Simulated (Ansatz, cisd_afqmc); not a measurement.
System: B, charge 0, doublet.

Total energies in def2-QZVPP, 3 correlated electrons, 1 frozen orbitals. UHF or UKS for unpaired electrons; spin-orbit terms are left out. Correlated methods leave the cores frozen. No relativity. AFQMC/CISD: phaseless, guided by CISD from CCSD amplitudes; bars are statistical, one sigma. Outlying blocks are dropped, and bars are widened where a walk drifts. Over all cases where full CI ran beside it in this data, AFQMC minus full CI had a median of +0.1 mEh and passed +0.4 mEh in a tenth of the cases. Full CI freezes restricted core orbitals and the other rows unrestricted ones, which leaves a small offset even where coupled cluster is exact.

| method | program | energy (Eh) | error against FCI (mEh) |
|---|---|---|---|
| HF | Ansatz | -24.53309 | 68.03 |
| MP2 | Ansatz | -24.57979 | 21.33 |
| CCSD | Ansatz | -24.59929 | 1.82 |
| CCSD(T) | Ansatz | -24.60074 | 0.38 |
| CCSDT | Ansatz | -24.60115 | -0.03 |
| AFQMC/CISD | cisd_afqmc | -24.6009 ± 0.0001 | 0.2 ± 0.1 |
| FCI | Ansatz | -24.60112 | 0.00 |

Ansatz is an electronic-structure program.
